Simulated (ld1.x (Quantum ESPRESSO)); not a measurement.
An all-electron radial function and its pseudo partner (nitrogen)

Columns: radius, all-electron u(r) and pseudo u(r) of the 2s shell (level -18.87 eV) of nitrogen in the configuration [He] 2s1 2p4; LDA (PZ), scalar-relativistic, PAW scheme, ld1.x (Quantum ESPRESSO) 7.5.

| r (bohr) | all-electron | pseudo |
| --- | --- | --- |
| 0.110 | 0.3888 | -0.1219 |
| 0.220 | 0.2535 | -0.2461 |
| 0.330 | -0.0267 | -0.3730 |
| 0.440 | -0.3065 | -0.4999 |
| 0.550 | -0.5353 | -0.6213 |
| 0.660 | -0.7015 | -0.7288 |
| 0.770 | -0.8095 | -0.8138 |
| 0.880 | -0.8689 | -0.8689 |
| 0.990 | -0.8906 | -0.8906 |
| 1.100 | -0.8843 | -0.8843 |
| 1.210 | -0.8584 | -0.8584 |
| 1.320 | -0.8192 | -0.8192 |
| 1.430 | -0.7717 | -0.7717 |
| 1.540 | -0.7197 | -0.7197 |
| 1.650 | -0.6658 | -0.6658 |
| 1.760 | -0.6120 | -0.6120 |
| 1.870 | -0.5595 | -0.5595 |
| 1.980 | -0.5093 | -0.5093 |
| 2.090 | -0.4619 | -0.4619 |
| 2.200 | -0.4175 | -0.4175 |
| 2.310 | -0.3764 | -0.3764 |
| 2.420 | -0.3386 | -0.3386 |
| 2.530 | -0.3039 | -0.3039 |
| 2.640 | -0.2723 | -0.2723 |
| 2.750 | -0.2436 | -0.2436 |
| 2.860 | -0.2176 | -0.2176 |

Q: How many radial nodes do the two functions have?

A: The all-electron 2s function has n − l − 1 = 1; the pseudo-wave has 0, since the states of the same l below it are removed with the core.

Q: At about which radius was the pseudo-wave matched?

A: 0.90 bohr, where the columns begin to agree (steps of 0.11 bohr).

Q: Is the pseudo-wave norm-conserving?

A: No, it belongs to a PAW set: the norm inside the radius is not constrained, and the difference is carried by the augmentation charge.
